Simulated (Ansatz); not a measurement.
Consider the atomization: `C#CC1(C#C)CC1` → 7 C• + 6 H•.

Calculated with Ansatz (gas phase, PBE0-D4/def2-TZVP geometries, no zero-point term in ΔE). CCSD(T)/CBS adds triple-zeta CCSD(T) − MP2 to the extrapolated MP2 energy (def2 sets, frozen cores). This one scheme is used for every species, atoms too. Functionals use def2-TZVPP. No spin–orbit coupling; open shells (•) take unrestricted orbitals. Spin–orbit coupling would lower the free atoms: a little for C.

(1) What is ΔE at CCSD(T)/CBS? (Best estimate.)

(2) What do these levels give: r2SCAN-D4, B97M-V, PBE0-D4, r2SCAN0-D4, CAM-B3LYP-D4, ωB97M-V, LC-ωPBE, HF/def2-SVP, MP2/def2-TZVPP, MP2/def2-QZVPP, HF/CBS(def2), MP2/CBS(def2)? (An estimate is asked.)

(3) What do rigid-rotor, harmonic-oscillator terms from PBE0-D4/def2-TZVP frequencies (298.15 K, 1 bar) make of the CCSD(T)/CBS value? (Best estimate.)

Largest T1 diagnostic among the species: 0.012.

Results:

(1) The calculation gave: +5950.1 kJ/mol.

(2) Computed: r2SCAN-D4 5993.6, B97M-V 5979.5, PBE0-D4 6058.2, r2SCAN0-D4 5893.6, CAM-B3LYP-D4 5982.1, ωB97M-V 5983.6, LC-ωPBE 5989.3, HF/def2-SVP 4437.3, MP2/def2-TZVPP 5991.9, MP2/def2-QZVPP 6076.0, HF/CBS(def2) 4347.5, MP2/CBS(def2) 6135.3 kJ/mol.

(3) Ansatz gave: ΔZPE = -263.1 kJ/mol, ΔH = +5746.8 kJ/mol, ΔS = 1462 J/(mol·K), ΔG = +5310.9 kJ/mol. Open shells count their whole term as degenerate.

From r2SCAN to r2SCAN0 (25 % exact exchange), in def2-TZVPP and without D4, ΔE moves by −101.2 kJ/mol: exact exchange takes away binding that semilocal exchange gives to molecules. The D4 term adds +45.9 kJ/mol with B3LYP and +24.4 kJ/mol with PBE0; it sums over pairs of atoms, weighted by their polarisabilities, and B3LYP, whose exchange is more repulsive, gets the larger term.

B3LYP here is the variant with VWN-RPA as its local correlation; programs differ in this.

For atomizations the MP2-based limit and the directly extrapolated one differ by several kJ/mol either way, and by 10 to 25 for some Ge, Se and Sn compounds, so smaller differences from it don't rank the levels.
